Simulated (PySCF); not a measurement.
Excitation energy of Ba by level of theory

Ba [Xe] 6s2 (1S) → Ba [Xe] 6s1 7s1 (3S), as a difference of total energies. Computed with PySCF 2.14 in aug-cc-pwCVTZ-X2C, with scalar relativity by spin-free X2C-1e. Correlated levels: valence: [Xe] frozen; valence and next inner shell: [Kr] 4d10 frozen. The calculations carry no spin-orbit coupling.

```tsv
method	excitation energy (eV)
UHF	2.472
LDA	3.276
PBE	3.111
PBE0	3.064
r2SCAN	2.970
PBEsol	3.116
BHandHLYP	3.161
B2PLYP	3.142
MP2 (valence)	2.892
SCS-MP2 (valence)	3.025
MP2 (valence and next inner shell)	3.173
SCS-MP2 (valence and next inner shell)	3.246
```

Q: How much does correlation contribute at MP2 (valence and next inner shell)?

A: 3.173 − (2.472) = 0.701 eV, measured against UHF.

The promoted electron is Rydberg-like, and one or two diffuse shells describe it only roughly, which tends to raise the upper state.
